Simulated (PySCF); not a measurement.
SMILES C[SiH2][SiH2]c1cccs1, GFN2-xTB optimised geometry.

```
18

C     -1.88     2.03     2.96
Si    -0.48     3.05     2.18
Si     0.04     2.25     0.07
C     -0.19     0.39     0.00
C      0.75    -0.60     0.00
C      0.22    -1.91     0.00
C     -1.14    -1.91     0.00
S     -1.78    -0.31     0.00
H     -2.77     2.05     2.34
H     -1.59     0.99     3.08
H     -2.15     2.41     3.94
H      0.67     3.01     3.10
H     -0.91     4.46     2.13
H      1.43     2.47    -0.34
H     -0.80     2.80    -1.00
H      1.81    -0.39     0.00
H      0.82    -2.80     0.00
H     -1.81    -2.74     0.00
```

Density from PySCF with PBE0/def2-SVP at that geometry.

Minimum of the electron density along straight lines between bonded atoms, close to the bond critical point (lines longer than 1.1 times the sum of covalent radii, or with two minima, are not listed):

```json
[
 {"bond": "C1–Si2", "length / Å": "1.901", "ρ at the minimum / e bohr⁻³": "0.110", "∇²ρ there / e bohr⁻⁵": "0.30", "position (fraction from the first atom)": "0.62"},
 {"bond": "Si3–C4", "length / Å": "1.878", "ρ at the minimum / e bohr⁻³": "0.109", "∇²ρ there / e bohr⁻⁵": "(withheld)", "position (fraction from the first atom)": "0.38"},
 {"bond": "C4–C5", "length / Å": "1.363", "ρ at the minimum / e bohr⁻³": "0.319", "∇²ρ there / e bohr⁻⁵": "-0.80", "position (fraction from the first atom)": "0.51"},
 {"bond": "C5–C6", "length / Å": "1.411", "ρ at the minimum / e bohr⁻³": "0.296", "∇²ρ there / e bohr⁻⁵": "(withheld)", "position (fraction from the first atom)": "0.50"},
 {"bond": "C6–C7", "length / Å": "1.357", "ρ at the minimum / e bohr⁻³": "0.324", "∇²ρ there / e bohr⁻⁵": "-0.82", "position (fraction from the first atom)": "0.49"},
 {"bond": "C4–S8", "length / Å": "1.737", "ρ at the minimum / e bohr⁻³": "0.208", "∇²ρ there / e bohr⁻⁵": "(withheld)", "position (fraction from the first atom)": "0.46"},
 {"bond": "C7–S8", "length / Å": "1.718", "ρ at the minimum / e bohr⁻³": "0.216", "∇²ρ there / e bohr⁻⁵": "-0.47", "position (fraction from the first atom)": "0.47"},
 {"bond": "C1–H9", "length / Å": "1.087", "ρ at the minimum / e bohr⁻³": "0.272", "∇²ρ there / e bohr⁻⁵": "-0.97", "position (fraction from the first atom)": "0.63"},
 {"bond": "C1–H10", "length / Å": "1.087", "ρ at the minimum / e bohr⁻³": "0.272", "∇²ρ there / e bohr⁻⁵": "-0.98", "position (fraction from the first atom)": "0.63"},
 {"bond": "C1–H11", "length / Å": "1.086", "ρ at the minimum / e bohr⁻³": "0.272", "∇²ρ there / e bohr⁻⁵": "-0.97", "position (fraction from the first atom)": "0.63"},
 {"bond": "Si2–H12", "length / Å": "1.472", "ρ at the minimum / e bohr⁻³": "0.115", "∇²ρ there / e bohr⁻⁵": "0.31", "position (fraction from the first atom)": "0.49"},
 {"bond": "Si2–H13", "length / Å": "1.471", "ρ at the minimum / e bohr⁻³": "0.115", "∇²ρ there / e bohr⁻⁵": "0.32", "position (fraction from the first atom)": "0.49"},
 {"bond": "Si3–H14", "length / Å": "1.469", "ρ at the minimum / e bohr⁻³": "0.115", "∇²ρ there / e bohr⁻⁵": "0.32", "position (fraction from the first atom)": "0.49"},
 {"bond": "Si3–H15", "length / Å": "1.470", "ρ at the minimum / e bohr⁻³": "0.115", "∇²ρ there / e bohr⁻⁵": "0.31", "position (fraction from the first atom)": "0.49"},
 {"bond": "C5–H16", "length / Å": "1.076", "ρ at the minimum / e bohr⁻³": "0.284", "∇²ρ there / e bohr⁻⁵": "-1.09", "position (fraction from the first atom)": "0.63"},
 {"bond": "C6–H17", "length / Å": "1.076", "ρ at the minimum / e bohr⁻³": "0.283", "∇²ρ there / e bohr⁻⁵": "-1.09", "position (fraction from the first atom)": "0.63"},
 {"bond": "C7–H18", "length / Å": "1.072", "ρ at the minimum / e bohr⁻³": "0.286", "∇²ρ there / e bohr⁻⁵": "-1.12", "position (fraction from the first atom)": "0.64"}
]
```

Task: Complete the blanks.

Result: 
- Si3–C4, ∇²ρ there / e bohr⁻⁵: 0.37
- C5–C6, ∇²ρ there / e bohr⁻⁵: -0.73
- C4–S8, ∇²ρ there / e bohr⁻⁵: -0.41
